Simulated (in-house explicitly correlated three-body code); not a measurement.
Computed with an exponentially correlated three-body code. Model: two electrons around a point charge, non-relativistic, variational in 260 exponentially correlated functions (energies converged to about 1e-7 hartree, or 1e-8 relative for large Z).

Command:
```bash
python run_hyl.py task.json out
```
Settings (lengths in bohr, energies in hartree):
```
Z                      2
screening              0.6
interaction_strength   1
functions              260
states_tried           13
```

Run time, properties included: 36 s on 1 thread of Intel(R) Xeon(R) Platinum 8488C (Sapphire Rapids), on a shared host.

**Those bound S and P states to n = 4 that converged, binding against the one-electron ion.**

Given: nuclear charge 2; Yukawa screening of all interactions 0.6 1/bohr.

Computed: one-electron threshold -1.03055435 hartree.

| term | energy (hartree) | binding (eV) |
| --- | --- | --- |
| 1 1S | -1.45855793 | 11.647 |

**Converged states only, values per electron or pair (inverse distances are <exp(-kr)/r>).**

```json
{"term": "1 1S", "mean r (bohr)": "1.0138", "mean r squared (bohr²)": "1.4582", "mean inverse r (1/bohr)": "1.1318", "mean r12 (bohr)": "1.5533", "mean inverse r12 (1/bohr)": "0.47594", "mean cosine": "-0.055929", "mean p1 dot p2 (bohr⁻²)": "0.12005", "delta r1 (bohr⁻³)": "1.6216", "delta r12 (bohr⁻³)": "0.087229"}
```
